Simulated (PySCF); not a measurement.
# Pr²⁺ (praseodymium, charge +2) across methods

[Xe] 4f3, one real determinant. All numbers are calculated (PySCF 2.14, scalar relativity by spin-free X2C-1e, in x2c-TZVPPall with one added diffuse shell each of s, p, d, f type (12s8p8d5f2g, 129 functions)).

```tsv
method	E (hartree)	mean ε 5p α (eV)	mean ε 5p β (eV)	mean ε 4f α (eV)	Σ⟨r²⟩ (bohr²)	⟨S²⟩
UHF	-9232.49190	-40.140	-38.572	-23.069	42.46	3.753
r2SCAN	-9235.98	-35.018	-33.875	-15.271	42.51	3.752
LDA	-9228.42	-34.713	-33.672	-14.944	42.62	3.751
PBE	-9235.59	-34.516	-33.446	-14.916	42.66	3.751
```

Q: Estimate the same row for PBE0.

A: E (hartree) = -9235.61; mean ε 5p α (eV) = -36.197; mean ε 5p β (eV) = -35.049; mean ε 4f α (eV) = -17.064; Σ⟨r²⟩ (bohr²) = 42.49; ⟨S²⟩ = 3.751.

⟨L²⟩ = 34.01 against 42 for a pure I term, so this real determinant mixes terms. Spin-orbit coupling, absent here, splits the open shell strongly.
